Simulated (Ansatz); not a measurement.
One change: `C=CN([SiH3])[SiH2]Cl` becomes `[SiH3]N([SiH2]Cl)[SiH2]Cl`.

Ansatz, PBE0-D4/def2-TZVP geometries, multiplicity 1. Each molecule was computed in one conformer, which needn't be the lowest.

```json
{"property": "HOMO energy (PBE/def2-TZVPP) / eV", "`C=CN([SiH3])[SiH2]Cl`": "-5.53"}
{"property": "HOMO energy (PBE0/def2-TZVPP) / eV", "`C=CN([SiH3])[SiH2]Cl`": "-6.64"}
{"property": "HOMO energy (ωB97M-V/def2-TZVPP) / eV", "`C=CN([SiH3])[SiH2]Cl`": "-8.84"}
{"property": "HOMO–LUMO gap (PBE0/def2-TZVPP) / eV", "`C=CN([SiH3])[SiH2]Cl`": "6.81"}
{"property": "size of the dipole moment (ωB97M-V/def2-TZVPP) / D", "`C=CN([SiH3])[SiH2]Cl`": "0.91"}
{"property": "LUMO energy (PBE0/def2-TZVPP) / eV", "`C=CN([SiH3])[SiH2]Cl`": "0.17"}
```

(1) What does the change do to each property? (An estimate is asked.)

Results:

(1) Computed: 
```
                                          property  `[SiH3]N([SiH2]Cl)[SiH2]Cl`  shift
                 HOMO energy (PBE/def2-TZVPP) / eV                        -6.72  -1.19
                HOMO energy (PBE0/def2-TZVPP) / eV                        -8.03  -1.39
             HOMO energy (ωB97M-V/def2-TZVPP) / eV                       -10.27  -1.43
              HOMO–LUMO gap (PBE0/def2-TZVPP) / eV                         7.73   0.92
size of the dipole moment (ωB97M-V/def2-TZVPP) / D                         1.07   0.16
                LUMO energy (PBE0/def2-TZVPP) / eV                        -0.30  -0.47
```

With PBE0 the HOMO falls by 1.39 eV and the LUMO falls by 0.47 eV, so the gap widens by about 0.92 eV. PBE moves the HOMO by -1.19 eV and ωB97M-V by -1.43 eV. Dipoles are sizes alone; their direction can turn.
